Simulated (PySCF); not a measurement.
A calculated (B3LYP, PySCF 2.14, aug-cc-pwCVTZ, no relativity, point nucleus) atom or ion has these occupied shells.

| shell | electrons | orbital energy (eV) | rms radius, mean of both spins (bohr) |
| --- | --- | --- | --- |
| 1s α | 1 | -2421.1 | 0.113 |
| 1s β | 1 | -2420.6 | 0.113 |
| 2s α | 1 | -219.07 | 0.524 |
| 2s β | 1 | -218.48 | 0.524 |
| 2p α | 3 | -163.58 | 0.495 |
| 2p β | 3 | -163.02 | 0.495 |
| 3s α | 1 | -20.754 | 1.80 |
| 3p α | 3 | -9.481 | 2.24 |
| 3p β | 2 | -7.419 | 2.24 |

**Question.** Name the element and its charge.

**Answer.** S (sulfur, neutral), in [Ne] 3s1 3p5, high-spin 3P determinant (an excited configuration).
